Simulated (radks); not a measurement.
Question: All-electron atom: the thallium ion Tl38+ in [Kr] 4d7. All-electron calculation, scalar-relativistic Kohn-Sham, exchange-only LDA, spin-polarised, spherical densities, point nucleus; open shells are filled with parallel spins first (spin-orbit coupling, left out, can overturn this in heavy ions). Program: a radial shooting solver on a logarithmic mesh with Libxc functionals. Some entries of the table are withheld. Estimate them.

orbital  occ.  eigenvalue (hartree)  <r> (bohr)  r(max) (bohr)
1s up       1             -3204.281     0.01632        0.01003
1s down     1             -3204.275     0.01632        0.01003
2s up       1             -619.8581     0.06878        0.05817
2s down     1             -619.7281     0.06877        0.05817
2p up       3             -541.5985     0.06237        0.04835
2p down     3             -541.4874     0.06237        0.04834
3s up       1             -192.6765      0.1765         0.1636
3s down     1             -192.5873      0.1765         0.1636
3p up       3             -170.1019      0.1778         0.1633
3p down     3             -170.0071      0.1777         0.1633
3d up       5             -147.0494      0.1608         0.1328
3d down     5             -146.9298      0.1607         0.1328
4s up       1             -82.83531      0.3636         0.3541
4s down     1             -82.53845      0.3637         0.3540
4p up       3             -74.69733      0.3782         0.3680
4p down     3             -74.40530      0.3784         0.3680
4d up       5                   (1)      0.3789         0.3637
4d down     2                   (2)      0.3792         0.3637
5s up       0             -45.47170      0.6391            (3)
5s down     0             -45.32330      0.6404            (4)
5p up       0             -41.91013         (5)         0.6833
5p down     0             -41.77378         (6)         0.6845

Answer: 
(1) 4d up eigenvalue (hartree): -65.70605
(2) 4d down eigenvalue (hartree): -65.41343
(3) 5s up r(max) (bohr): 0.6512
(4) 5s down r(max) (bohr): 0.6522
(5) 5p up <r> (bohr): 0.6682
(6) 5p down <r> (bohr): 0.6697
